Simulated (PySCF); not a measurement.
C₃H₈Si, SMILES C1C[SiH2]C1 (connectivity only; charge and spin as stated), charge +1, multiplicity 2. Atoms are numbered in the order given.

```xyz
12

C      0.0000     0.0000     1.5383
C      0.0000     1.1028     0.4772
Si     0.0000     0.0000    -1.2060
C      0.0000    -1.1028     0.4772
H     -0.8954     0.0000     2.1708
H      0.8954     0.0000     2.1708
H     -0.9378     1.6759     0.3886
H      0.9378     1.6759     0.3886
H      1.2547     0.0000    -1.9843
H     -1.2547     0.0000    -1.9843
H     -0.9378    -1.6759     0.3886
H      0.9378    -1.6759     0.3886
```
Charge +1, spin multiplicity 2.

The structure is a stationary point at B3LYP-D3(BJ)/def2-SVP. The geometry has at least one imaginary mode, so it is a saddle point at that level. The multiplicity is an assumed one; no other spin state was optimised.

Calculation: PySCF with PBE0/pcH-1.

Unrestricted Kohn–Sham, ⟨S²⟩ = 0.754. Hyperfine tensors hold the contact and dipolar terms, without spin-orbit corrections.

Q: Estimate the hyperfine couplings. (Estimate from the structure and the level; the computed values follow.)

A: 
| nucleus | A(iso) (MHz) | A(iso) (G) | dipolar principal values (MHz) |
|---|---|---|---|
| 13C no. 1 | -10.1 | -3.6 | -5.7, -1.8, 7.4 |
| 13C no. 2 | 83.2 | 29.7 | -35.3, -32.8, 68.1 |
| 29Si no. 3 | 19.0 | 6.8 | -86.1, 38.1, 47.9 |
| 13C no. 4 | 83.2 | 29.7 | -35.3, -32.8, 68.1 |
| 1H no. 5 | -3.3 | -1.2 | -5.3, -1.8, 7.1 |
| 1H no. 6 | -3.3 | -1.2 | -5.3, -1.8, 7.1 |
| 1H no. 7 | 65.8 | 23.5 | -16.1, -4.1, 20.2 |
| 1H no. 8 | 65.8 | 23.5 | -16.1, -4.1, 20.2 |
| 1H no. 9 | -21.2 | -7.6 | -6.1, -1.4, 7.5 |
| 1H no. 10 | -21.2 | -7.6 | -6.1, -1.4, 7.5 |
| 1H no. 11 | 65.8 | 23.5 | -16.1, -4.1, 20.2 |
| 1H no. 12 | 65.8 | 23.5 | -16.1, -4.1, 20.2 |
